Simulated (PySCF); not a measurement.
CH₇FN₂Si, SMILES C[Si](N)(N)F. Coordinates come from a PBE-D3(BJ)/def2-SVP optimisation. The structure was generated by enumeration, and PubChem lists no compound with its InChIKey, so it may never have been made. One conformer was computed; it need not be the lowest.

These are PBE-D3(BJ)/def2-SVP (PySCF) values and carry that method's errors.

Harmonic wavenumbers (cm⁻¹): 136, 183, 188, 226, 266, 293, 319, 352, 376, 419, 643, 711, 740, 772, 791, 839, 905, 935, 1225, 1382, 1384, 1482, 1487, 2976, 3070, 3081, 3499, 3507, 3599, 3606. Rotational constants (GHz): 3.699, 3.519, 3.177; symmetry number 1.

Work out the zero-point energy and the ideal-gas rigid-rotor harmonic-oscillator thermochemistry at 298.15 K and 1 atm.

ZPE = ½ Σ hcν = ½ × 39392 cm⁻¹ = 56.31 kcal/mol. H − E(el) = 62.04 kcal/mol. Entropy in cal/(mol K): translation 39.54, rotation 26.45, vibration 18.74, total 84.73. G − E(el) = 36.78 kcal/mol. Cp = 30.95 cal/(mol K). Modes under 150 cm⁻¹ make the vibrational entropy uncertain.
